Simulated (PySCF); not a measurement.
```xyz
13

C      0.6147    -0.7325    -1.4068
C      0.2893    -0.1710    -0.2456
Si     1.5770     0.7779     0.7376
C     -1.0872    -0.2834     0.2633
C     -2.1914    -0.0833    -0.4344
Cl    -1.1978    -0.6755     1.9643
H     -0.0956    -1.3276    -1.9697
H      1.6049    -0.6252    -1.8308
H      1.0168     2.0646     1.2010
H      2.0439     0.0085     1.9077
H      2.7182     1.0240    -0.1696
H     -3.1709    -0.1819     0.0089
H     -2.1218     0.2053    -1.4734
```

Charge 0, multiplicity 1.

Task: Give the Mulliken and meta-Löwdin atomic charges from CAM-B3LYP-D3(BJ)/def2-TZVP (PySCF 2.14.0).

Result: 
```
atom  Mulliken (e)  meta-Löwdin (e)
----  ------------  ---------------
C1           -0.27            -0.22
C2           -0.04            -0.22
Si3           0.24             0.52
C4            0.07             0.04
C5           -0.32            -0.27
Cl6          -0.10            -0.07
H7            0.14             0.12
H8            0.13             0.12
H9           -0.04            -0.10
H10          -0.03            -0.09
H11          -0.05            -0.10
H12           0.14             0.14
H13           0.14             0.13
```
